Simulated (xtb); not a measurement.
Cl₂Mg, triplet, from a rough starting geometry (GFN-xTB shapes and energies of metal compounds can be far from the true ones) (a higher spin typed on purpose: for a closed-shell molecule this is an excited state); GFN2-xTB run with xtb 6.7.1.

Here is a job for xtb.
```
$ xtb mol.xyz --gfn 2 --uhf 2 --opt vtight --json

# file mol.xyz
3

Mg    -0.01193029     0.03377251     0.06995403
Cl     1.50278046     0.36188117    -1.43745278
Cl    -1.46349882    -0.34168420     1.39414827
```

**Question.** What does xtb print? Leave out banner, timings and long lists.

**Answer.** 
```
   ID    Z sym.   atoms
    1   12 Mg     1
    2   17 Cl     2, 3

           -------------------------------------------------
          |                Calculation Setup                |
           -------------------------------------------------

           -------------------------------------------------
          |                 G F N 2 - x T B                 |
           -------------------------------------------------

          ...................................................
          :                      SETUP                      :
          :.................................................:
          :  # basis functions                  30          :
          :  # atomic orbitals                  27          :
          :  # shells                            9          :
          :  # electrons                        16          :
          :  max. iterations                   250          :
          :  Hamiltonian                  GFN2-xTB          :
          :  restarted?                      false          :
          :  GBSA solvation                  false          :
          :  PC potential                    false          :
          :  electronic temp.          300.0000000     K    :
          :  accuracy                    1.0000000          :
          :  -> integral cutoff          0.2500000E+02      :
          :  -> integral neglect         0.1000000E-07      :
          :  -> SCF convergence          0.1000000E-05 Eh   :
          :  -> wf. convergence          0.1000000E-03 e    :
          :  Broyden damping             0.4000000          :
          :  net charge                          0          :
          :  unpaired electrons                  2          :
          ...................................................

 iter      E             dE          RMSdq      gap      omega  full diag
   1     -8.9990811 -0.899908E+01  0.149E+01    4.03       0.0  T
   2     -9.5432415 -0.544160E+00  0.110E+01    4.58       1.0  T
   3     -9.5584011 -0.151596E-01  0.750E+00    5.92       1.0  T
   4     -9.6174299 -0.590288E-01  0.273E+00    6.70       1.0  T
   5     -9.6041538  0.132761E-01  0.321E+00    7.19       1.0  T
   6     -9.6197838 -0.156301E-01  0.218E+00    7.28       1.0  T
   7     -9.6030997  0.166842E-01  0.321E+00    7.31       1.0  T
   8     -9.6285199 -0.254202E-01  0.124E+00    7.36       1.0  T
   9     -9.6274165  0.110346E-02  0.137E+00    7.36       1.0  T
[...]
         :: total energy              -9.614581739416 Eh    ::
 * total energy  :    -9.6145817 Eh     change       -0.2281944E-09 Eh
 * total energy  :    -9.6257125 Eh     change       -0.1113071E-01 Eh
 * total energy  :    -9.6289393 Eh     change       -0.3226867E-02 Eh
 * total energy  :    -9.6301908 Eh     change       -0.1251528E-02 Eh
 * total energy  :    -9.6304062 Eh     change       -0.2153624E-03 Eh
 * total energy  :    -9.6304298 Eh     change       -0.2354699E-04 Eh
 * total energy  :    -9.6304406 Eh     change       -0.1082241E-04 Eh
 * total energy  :    -9.6304479 Eh     change       -0.7319212E-05 Eh
 * total energy  :    -9.6304488 Eh     change       -0.9148953E-06 Eh
 * total energy  :    -9.6304488 Eh     change       -0.2677403E-07 Eh
   *** GEOMETRY OPTIMIZATION CONVERGED AFTER 10 ITERATIONS ***
         :: total energy              -9.630448839016 Eh    ::
[...]
        18                          0.0166455               0.4529
        19                          0.0166455               0.4529
        20                          0.0171912               0.4678
       ...                                ...                  ...
        27                          0.6118728              16.6499
      -------------------------------------------------------------
                  HL-Gap            0.2674826 Eh            7.2786 eV
             Fermi-level           -0.3100720 Eh           -8.4375 eV

     #   Z          covCN         q      C6AA      α(0)
     1  12 Mg       1.445     0.331   128.884    28.164
     2  17 Cl       0.722    -0.165   104.038    15.601
     3  17 Cl       0.722    -0.165   104.037    15.601

 Mol. C6AA /au·bohr⁶  :        954.208828
 Mol. C8AA /au·bohr⁸  :      53911.019770
 Mol. α(0) /au        :         59.365971

Wiberg/Mayer (AO) data.
largest (>0.10) Wiberg bond orders for each atom

 ---------------------------------------------------------------------------
     #   Z sym  total        # sym  WBO       # sym  WBO       # sym  WBO
 ---------------------------------------------------------------------------
     1  12 Mg   1.178 --     2 Cl   0.589     3 Cl   0.589
     2  17 Cl   0.748 --     1 Mg   0.589     3 Cl   0.159
     3  17 Cl   0.748 --     1 Mg   0.589     2 Cl   0.159
 ---------------------------------------------------------------------------

Topologies differ in total number of bonds
Writing topology from bond orders to xtbtopo.mol

molecular dipole:
                 x           y           z       tot (Debye)
 q only:       -0.001      -0.002      -0.002
   full:       -0.001      -0.001      -0.001       0.006
molecular quadrupole (traceless):
                xx          xy          yy          xz          yz          zz
 q only:       -1.751      -1.207       3.047       4.851       1.152      -1.295
  q+dip:       -1.902      -1.311       3.310       5.270       1.251      -1.407
   full:       -2.332      -1.607       4.057       6.460       1.534      -1.725

optimized geometry written to: xtbopt.xyz

           -------------------------------------------------
          | TOTAL ENERGY               -9.630448839016 Eh   |
          | GRADIENT NORM               0.000022737422 Eh/α |
          | HOMO-LUMO GAP               7.278571770859 eV   |
           -------------------------------------------------

normal termination of xtb
```
